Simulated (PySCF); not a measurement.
Simulated absorption spectrum

Species: C6H4F4.
SMILES: `C(=C(/C(F)=C(F)F)C=C)/F`

The calculation used TDDFT wB97X-D/def2-SVPD, vertical, gas phase, core orbitals frozen in the response (PySCF 2.14.0, density-fitted response routines). Isolated species at its PBE0-D3(BJ)/def2-SVP geometry (one conformer only). Torsions of this conformer, `[CH2:1]=[CH:2]/[C:3](=[CH:4]/[F:5])[C:6]([F:7])=[C:8]([F:9])[F:10]`: C1–C2–C3–C4 176°, C2–C3–C6–F7 -46°.

Computed states:

```
state  E (eV)      f
   S1    5.36  0.180
   S2    5.87  0.265
   S3    6.38  0.262
   S4    6.76  0.040
   S5    6.96  0.022
   S6    7.23  0.012
```

Broadening: Gaussians 0.4 eV wide at half height, area fixed by f = 4.319×10⁻⁹ ∫ε dν̃. The cross-section is σ = 3.8235×10⁻²¹ ε cm², given in Mb (10⁻¹⁸ cm²). The width is an assumption, not a result. The curve ends short of the highest state used, and states not computed would add to its high-energy end.

Q: Give the broadened spectrum and its maxima.

A: 
λ (nm), σ (Mb) and a bar:
```
    187.0      31.62 ##############
    190.2      52.66 #######################
    193.4      68.21 ##############################
    196.6      64.02 ############################
    199.8      48.99 #####################
    203.0      43.54 ###################
    206.2      53.74 ########################
    209.3      66.58 #############################
    212.5      68.37 ##############################
    215.7      56.93 #########################
    218.9      42.92 ###################
    222.1      36.71 ################
    225.3      39.69 #################
    228.5      45.54 ####################
    231.7      46.98 #####################
    234.9      41.26 ##################
    238.0      31.06 ##############
    241.2      19.83 #########
    244.4      10.94 #####
    247.6       5.27 ##
    250.8       2.24 #
    254.0       0.85 
    257.2       0.29 
    260.4       0.09
```

Maxima: 231 nm (5.37 eV), ε about 12000, made up of S1 (98%); 211 nm (5.87 eV), ε about 18000, made up of S2 (98%); 194 nm (6.38 eV), ε about 18000, made up of S3 (98%) (ε in L mol⁻¹ cm⁻¹; maxima over ε = 5, shares over 10%).

Q: What would ε be at 5.87 eV, the highest of these maxima, with half the width (0.2 eV)?

A: About 35700 L mol⁻¹ cm⁻¹ against 18200, a factor of about 1.96; a lone state at its own centre would give exactly 2.

Q: Coming from long wavelengths, where does ε first pass 100 L mol⁻¹ cm⁻¹?

A: At about 256 nm (4.84 eV), 0.53 eV below S1.

Q: Does any computed singlet lie in the visible range?

A: No computed singlet lies in the visible range (380 to 750 nm); the lowest, at 231 nm, stands 2.10 eV above its violet end (3.26 eV).
